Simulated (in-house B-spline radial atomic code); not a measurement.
Results of a calculation; reference values are marked as such.
# Stopping of slow ions oscillates with Z: Sc to Kr at r_s = 2.07

A nucleus sits in a uniform electron gas with a rigid positive background. The Kohn-Sham equations are solved self-consistently in the spin-unpolarised LDA (PW92), non-relativistic, on B-splines with outgoing waves at the boundary and partial waves to l = 8. The model has no lattice, no bands and no magnetic solution. Atomic units; δ_l are the phase shifts at the Fermi level, counted so that each bound state adds π, and good to about 0.0005.

The density parameter is r_s = 2.07 bohr, near that of the valence electrons of Al (3 per atom, density 2.7 g/cm³, mass 26.98 u, which gives r_s = 2.07). The friction coefficient Q = n k_F σ_tr gives dE/dx = Q v for slow ions.

```
ion   δ0/π   δ1/π   δ2/π   δ3/π  σ_tr (bohr²)  Q (a.u.)
 Sc  2.719  1.909  0.398  0.007         72.82    1.8171
 Ti  2.756  1.937  0.477  0.005         76.55    1.9102
  V  2.789  1.960  0.559  0.004         72.86    1.8181
 Cr  2.819  1.979  0.642  0.003         61.74    1.5408
 Mn  2.848  1.999  0.724  0.004         45.96    1.1469
 Fe  2.880  2.020  0.803  0.005         29.76    0.7425
 Co  2.917  2.047  0.875  0.006         17.11    0.4268
 Ni  2.964  2.086  0.938  0.009         10.04    0.2506
 Cu  3.025  2.140  0.989  0.012          8.25    0.2058
 Zn  3.096  2.210  1.028  0.015         10.50    0.2621
 Ga  3.170  2.290  1.060  0.017         15.73    0.3926
 Ge  3.243  2.377  1.090  0.020         22.73    0.5671
 As  3.312  2.464  1.120  0.022         30.10    0.7512
 Se  3.378  2.547  1.154  0.023         37.03    0.9240
 Br  3.442  2.623  1.195  0.024         43.72    1.0910
 Kr  3.501  2.690  1.243  0.024         50.97    1.2719
```

**Question.** Where are the largest and smallest frictions, and what do the phase shifts say there?

**Answer.** Largest: Ti, Q = 1.9102; smallest: Cu, Q = 0.2058, a ratio of 9.3. For the largest δ2/π = 0.48: the d resonance is about half filled and sits at the Fermi level, where it scatters most. For the smallest the differences δ_l − δ_(l+1), measured from the nearest multiple of π, are 0.11π, 0.15π, 0.02π; σ_tr grows with the sines of these.

**Question.** At equal speed, Lindhard and Scharff's formula, with silicon as an example target, scales as Z^(7/6)/(Z^(2/3) + 14^(2/3))^(3/2). How does its rise from the first ion to the last compare?

**Answer.** It rises smoothly by 0.9576/0.7095 = 1.35, while Q changes by 1.272/1.817 = 0.70. The statistical formula averages over shells, so it can't show the oscillation.
